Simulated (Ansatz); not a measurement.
`[NH2][Y]([F])[Cl]` + H–F → `[NH2][Y]([F])[F]` + HCl at 500 K and 1 bar (ligand exchange at a Y–Cl bond).

Isolated molecules relaxed with PBE0-D4/def2-TZVP in Ansatz; ΔE leaves out vibrations. CCSD(T)/CBS adds triple-zeta CCSD(T) − MP2 to the extrapolated MP2 energy (def2 sets, frozen cores). This one scheme is used for every species. def2 core potentials past Kr. For Y outer-core shells are correlated without core-valence functions, which leaves a few kJ/mol of doubt a bond. Each species was taken in one conformer, which may not be the lowest.

```json
{"species": "`[NH2][Y]([F])[Cl]`", "CCSD(T)/CBS energy (Eh)": "-653.94368", "H − E (kJ/mol)": "110.3", "S (J/(mol·K))": "404.9"}
{"species": "H–F", "CCSD(T)/CBS energy (Eh)": "-100.39570", "H − E (kJ/mol)": "39.4", "S (J/(mol·K))": "188.7"}
{"species": "`[NH2][Y]([F])[F]`", "CCSD(T)/CBS energy (Eh)": "-293.95464", "H − E (kJ/mol)": "110.9", "S (J/(mol·K))": "386.5"}
{"species": "HCl", "CCSD(T)/CBS energy (Eh)": "-460.38127", "H − E (kJ/mol)": "32.5", "S (J/(mol·K))": "201.9"}
```

H − E and S are ideal-gas, rigid-rotor, harmonic terms from PBE0-D4/def2-TZVP, for one conformer and one mirror image of each species. 1 Eh = 2625.50 kJ/mol, R = 8.31446 J/(mol·K).

By hand: ΔE, ΔH, ΔS and ΔG.

ΔE = (-293.95464) + (-460.38127) − (-653.94368) − (-100.39570) = 0.00347 Eh = 9.1 kJ/mol. Δ(H − E) = 110.9 + 32.5 − 110.3 − 39.4 = -6.3, so ΔH = 2.8 kJ/mol. ΔS = 386.5 + 201.9 − 404.9 − 188.7 = -5.2 J/(mol·K). ΔG = 2.8 − 500 × (-5.2)/1000 = 5.4 kJ/mol.

By hand: the equilibrium constant, and the temperature at which ΔG would vanish if ΔH and ΔS stayed fixed.

log₁₀ K = −ΔG/(RT ln 10) = -0.6. ΔH and −TΔS have one sign here, so there is no such temperature.

TΔS isn't small against ΔH here. The sign of ΔG lies within the doubt. A doubt of 5 kJ/mol in ΔE shifts log₁₀ K by 0.5 here. Other conformers and mirror images would add mixing entropy, several J/(mol·K) or more a flexible species. Modes under 60 cm⁻¹, often nearly free rotors, make the harmonic entropy too high. These are equilibria of isolated gas molecules and say nothing of rates. Largest T1 diagnostic: 0.014 (customary marks: 0.02 for closed shells, 0.045 for open ones).

ΔS is within the doubt of such terms, so its sign, and with it that verdict, could turn.
